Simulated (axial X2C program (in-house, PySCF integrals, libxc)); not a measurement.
# What spin–orbit coupling does to MgIn

Computed with an in-house relativistic program for diatomic molecules. Spin-free means the one-electron spin-free X2C Hamiltonian; two-component (2c) means X2C with spin–orbit coupling and atomic mean-field two-electron Coulomb and Gaunt terms, so the difference of the two also holds small scalar two-electron terms. Basis: In dyall-cv3z [11s12p9d4f1g], Mg dyall-cv3z [9s8p6d3f] (cores contracted in-house); Gaussian nuclei, density fitting, unrestricted open shells. Masses: In 114.904 u, Mg 23.985 u.

Spin-free state: M_S = 1/2, Λ = 1 (beyond evenly filled blocks: π+α); fragments In + Mg.

```
level  Re (Å)  ωe (cm⁻¹)  De (eV)  μ (D)
 PBE0   3.006      153.0    0.386   1.06
 TPSS   2.984      160.4    0.385   0.84
```

Dipoles are positive if Mg is the positive end.

Q: Within this multiplet, which Ω should lie lowest by the rule for regular and inverted multiplets?

A: The open π shell holds one electron, so the multiplet is regular: Ω = Λ − 1/2 = 1/2. The PBE0 2c search agrees.

Two-component determinant lowest at the distance of the search:

Ω = 1/2 (⟨Sz⟩ = -0.45, ⟨Lz⟩ = 0.95 at PBE0); fragments In + Mg.

```tsv
level	Re (Å)	ωe (cm⁻¹)	μ (D)
PBE0	3.032	143.0	0.98
TPSS	2.998	154.2	0.83
```

Q: From the two tables, how do the constants change at the PBE0 level (2c against spin-free)?

A: At the PBE0 level Re rises by 0.026 Å and ωe decreases by 10.0 cm⁻¹.

One determinant describes the state; a PBE0 search over occupations chose it and may have missed a lower one. De is counted from the lowest determinant-based energies of the atoms at the same level, without counterpoise correction. De is not given where an atomic determinant may have missed its ground term or J level, or where the truncated virtual space spoils (T). Density functionals use the spin component along the axis (collinear). PBE0 can misorder states that lie within some tenths of an eV, so this need not be the ground state of the molecule. The nearest other spin-free determinant of the search, M_S = 1/2, Λ = 0, lies 0.20 eV up at the distance of the search. The functionals have no current-density term, which raises determinants with orbital currents, atoms included. The atomic limit has a lower orbital projection than the molecule and lies lower at mean-field level, so De may be about a tenth of an eV too small.
